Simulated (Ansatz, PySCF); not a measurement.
Si(Me)(OH)2(SH) (CH6O2SSi), SMILES C[Si](O)(O)S.

Geometry: PBE0-D3(BJ)/def2-SVP. The values are those of a single conformer.

Vertical ionisation energy (IE) and electron affinity (EA) in eV. Rows of orbital energies are one-electron estimates. Where ΔSCF, EOM or ADC give a negative EA the extra electron is unbound and the value depends on the basis.

```json
[
 {"level": "−ε(HOMO), −ε(LUMO), CAM-B3LYP/def2-TZVP (PySCF)", "IE": "?", "EA": "?"},
 {"level": "−ε(HOMO), −ε(LUMO), PBE/def2-TZVP (PySCF)", "IE": "6.20", "EA": "0.68"},
 {"level": "ΔSCF, PBE0/def2-SVPD (Ansatz), final states of multiplicity 2 and 2", "IE": "9.80", "EA": "-0.98"},
 {"level": "ΔSCF, PBE/def2-SVPD (Ansatz), final states of multiplicity 2 and 2", "IE": "9.52", "EA": "-0.76"}
]
```

Q: Complete the blanks. (Estimate from the structure and the level; the computed values follow.)

A: 
- −ε(HOMO), −ε(LUMO), CAM-B3LYP/def2-TZVP (PySCF), IE: 8.83
- −ε(HOMO), −ε(LUMO), CAM-B3LYP/def2-TZVP (PySCF), EA: -1.06

Q: What vertical singlet–triplet gap does ΔSCF give with PBE0/def2-SVPD (Ansatz, an electronic-structure program) and with PBE/def2-SVPD (Ansatz)? (Estimate from the structure and the level; the computed values follow.)

A: 5.67 and 5.45 eV (triplet above singlet where positive).
